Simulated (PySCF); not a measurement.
disiloxane cation (H₆OSi₂), SMILES [SiH3]O[SiH3] (connectivity only; charge and spin as stated), charge +1, multiplicity 2.

Geometry optimised at PBE0-D3(BJ)/def2-SVP. A frequency run showed that this geometry is not a minimum. The spin state was assumed, not searched.

Computed with PBE0-D3(BJ)/def2-SVP in PySCF.

Frequencies are harmonic and unscaled.

```tsv
mode	ν (cm⁻¹)	IR (km/mol)	moving atoms (share of kinetic energy)
1	102i	0.0	H 97 %
2	93i	23.1	H 62 %, O 35 %
3	89	8.2	O 60 %, H 22 %, Si 18 %
4	415	2.1	Si 89 %
5	454	0.0	H 92 %
6	468	2.5	H 45 %, O 35 %, Si 20 %
7	520	461.0	H 69 %, Si 16 %, O 15 %
8	660	16.9	H 88 %, Si 8 %
9	660	42.2	H 89 %
10	740	64.9	H 87 %
11	825	0.0	H 97 %
12	828	0.0	H 97 %
13	875	276.6	H 90 %, Si 9 %
14	902	27.7	H 95 %
15	962	24.8	O 58 %, H 34 %
16	2056	198.0	H 97 %
17	2084	0.0	H 97 %
18	2110	1041.5	H 98 %
19	2148	0.1	H 99 %
20	2335	49.8	H 96 %
21	2339	34.1	H 96 %
```
